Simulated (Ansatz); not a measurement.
H5B2Si, SMILES `B[B-][SiH3]` (lower singlet) (charge -1, multiplicity 1). This singlet lies 0.66 eV below the relaxed triplet at the level frozen-core CCSD(T)/aug-cc-pVTZ // PBE0-D3(BJ)/def2-TZVPD (Ansatz, a first-principles code).

Cartesian coordinates (Å):
```xyz
8

B      1.9620    -0.4071    -0.1584
B      0.4773    -0.0404    -0.0683
Si    -1.4301     0.3346     0.0964
H      2.7548     0.2910    -0.7623
H      2.4183    -1.4043     0.3652
H     -1.8766     1.5925     0.8057
H     -2.0259    -0.7814     0.9116
H     -2.2827     0.3818    -1.1507
```
Charge -1, spin multiplicity 1.

The restricted HF start is unstable towards unrestricted orbitals.

Question: Give the natural occupations of the active orbitals, the CASSCF energy and the corrected energy for frozen-core fic-MRCISD+Q@CASSCF(2e,2o)/aug-cc-pVTZ // PBE0-D3(BJ)/def2-TZVPD run with Ansatz.

Answer: 
```json
{
 "natural_occupations": "1.94, 0.06",
 "CASSCF energy": "-341.1684 Ha",
 "corrected_energy": "-341.5643 Ha",
 "weight_of_the_reference": "0.867"
}
```
